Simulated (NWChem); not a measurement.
A series in which one site is exchanged, each optimised at PBE0/def2-SVP with NWChem, gas phase unless a solvent is named. For some, no frequency run checked for a minimum. def2 effective core potentials on Sn; no spin-orbit coupling.

A: [F][SnH]([F])[Cl] (SnHClF2; site = H)
B: [Cl][Sn]([Cl])([F])[F] (SnCl2F2; site = Cl)
C: [F][Sn]([F])([F])[Cl] (SnClF3; site = F)
D: [F][Sn]([F])([Cl])[Br] (SnBrClF$_{2}$; site = Br)

Q: Rank them by orbital gap (eV), PBE0/def2-SVP, lowest first.

A: D (6.06), B (6.57), C (6.88), A (7.48)
